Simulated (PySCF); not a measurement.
C₃H₅, charge -1, singlet, geometry from GFN2-xTB (in this run its highest filled SCF level lies above zero, so its values depend strongly on the basis, on diffuse functions most of all). Base run: B3LYP/6-31+G* (PySCF).

PySCF was given this input:
```python
from pyscf import gto, scf, dft, solvent

mol = gto.M(
    atom='''
C    -0.010751    0.960170    0.093412
C     0.755777   -0.344508    0.026624
C    -0.748251   -0.360884    0.021847
H    -0.012597    1.431798   -0.941996
H     1.255392   -0.743614   -0.876342
H     1.261661   -0.709388    0.929634
H    -1.251796   -0.736753    0.921650
H    -1.233312   -0.770710   -0.884248
''',
    basis='6-31+g*',
    charge=-1,
    spin=0,
    verbose=4,
)

mf = dft.RKS(mol)
mf.xc = 'b3lyp'
mf.kernel()
mf.analyze()
```

Variants of this job, named by their change:

| change | ΔE vs base (kcal/mol) | HOMO-LUMO gap (eV) |
|---|---|---|
| base | 0.000 | 2.79 |
| model = IEF-PCM; solvent = methanol; vdw_scale = 1.0 | ? | ? |
| model = IEF-PCM; solvent = water | -65.2 | 4.69 |
| model = COSMO; solvent = methanol | ? | 4.63 |
| model = IEF-PCM; solvent = methanol; r_probe = 0.5 | -54.98 | 4.01 |
| model = SS(V)PE; solvent = methanol | -60.87 | 4.60 |
| model = IEF-PCM; solvent = chloroform | -50.68 | 4.18 |
| model = IEF-PCM; solvent = acetonitrile | -64.1 | 4.65 |
| model = ddCOSMO; solvent = methanol | ? | 4.63 |
| model = IEF-PCM; solvent = methanol | -63.9 | 4.64 |
| model = IEF-PCM; solvent = methanol; vdw_scale = 1.4 | -57.81 | 4.20 |
| model = IEF-PCM; solvent = n-hexane | -29.20 | 3.53 |

Question: Fill in the missing entries.

Answer: 
- model = IEF-PCM; solvent = methanol; vdw_scale = 1.0, ΔE vs base (kcal/mol): -68.9
- model = IEF-PCM; solvent = methanol; vdw_scale = 1.0, HOMO-LUMO gap (eV): 5.17
- model = COSMO; solvent = methanol, ΔE vs base (kcal/mol): -63.0
- model = ddCOSMO; solvent = methanol, ΔE vs base (kcal/mol): -61.27

The base is the gas phase, so ΔE is the electrostatic part of solvation at a fixed geometry, without cavity and dispersion terms.

The gas-phase anion may not be bound at this level, which the solvent then changes.
